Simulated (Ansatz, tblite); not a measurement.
Spin states of Mn₃⁺ (the lowest multiplicity 13 isomer of a short search), each relaxed with PBE-D4/def2-TZVP in Ansatz. Electronic energies in the gas phase.

The xTB rows come from tblite. Correlated methods freeze 15 core orbitals; core or outer-core shells of Mn are correlated, in sets that lack core-valence functions. The structure comes from a short search, and lower isomers may exist.

Multiplicity 11 geometry (D3h within 0.1 Å):

Cartesian coordinates in Å:
```
Mn 0.4844 -0.8952 -0.8670
Mn -1.1330 0.6539 -0.2770
Mn 0.6485 0.2413 1.1441
```

Multiplicity 13 geometry (D3h within 0.1 Å):

```xyz
3

Mn   -0.532   -0.414    1.298
Mn    1.424    0.303   -0.144
Mn   -0.891    0.110   -1.154
```

⟨S²⟩: multiplicity 11 31.41 at PBE0-D4/def2-TZVP (pure 30.00), multiplicity 13 43.07 at PBE0-D4/def2-TZVP (pure 42.00).

Run but left out: HF/def2-TZVP, MP2/def2-TZVP, CCSD/def2-TZVP, CCSD(T)/def2-TZVP (flagged by the program: no end); r2SCAN-D4/def2-TZVP, r2SCANh-D4/def2-TZVP, B3LYP-D4/def2-TZVP, PBE0-D4/def2-TZVP, HSE06-D4/def2-TZVP, ωB97M-V/def2-TZVP (multiplicity 11: ⟨S²⟩ 30.50 to 31.47, where a pure state has 30.00).

The multiplicity 9 was relaxed too but is left out (at the level of its geometry, ⟨S²⟩ 22.15, where a pure state has 20.00); at PBE0-D4/def2-TZVP it lies 0.59 eV above the lowest shown. Higher spins weren't run and may lie lower.

(1) Estimate which spin state lies lowest at each of these levels, and by how much: GFN1-xTB; GFN2-xTB; LDA (SPW92)/def2-TZVP; PBE-D4/def2-TZVP; RPA@PBE/def2-TZVP.

Answers

(1) 
```csv
level,multiplicity 13 − multiplicity 11 (kcal/mol),lowest of these,remarks
GFN1-xTB,24.8,multiplicity 11,–
GFN2-xTB,18.8,multiplicity 11,–
LDA (SPW92)/def2-TZVP,-1.7,multiplicity 13,spin-contaminated (⟨S²⟩ 42.24) (multiplicity 13)
PBE-D4/def2-TZVP,-11.4,multiplicity 13,spin-contaminated (⟨S²⟩ 42.26) (multiplicity 13)
RPA@PBE/def2-TZVP,-29.2,multiplicity 13,spin-contaminated (⟨S²⟩ 42.26) (multiplicity 13)
```

The xTB methods have no term that favours high spin, so they put low spin too low.
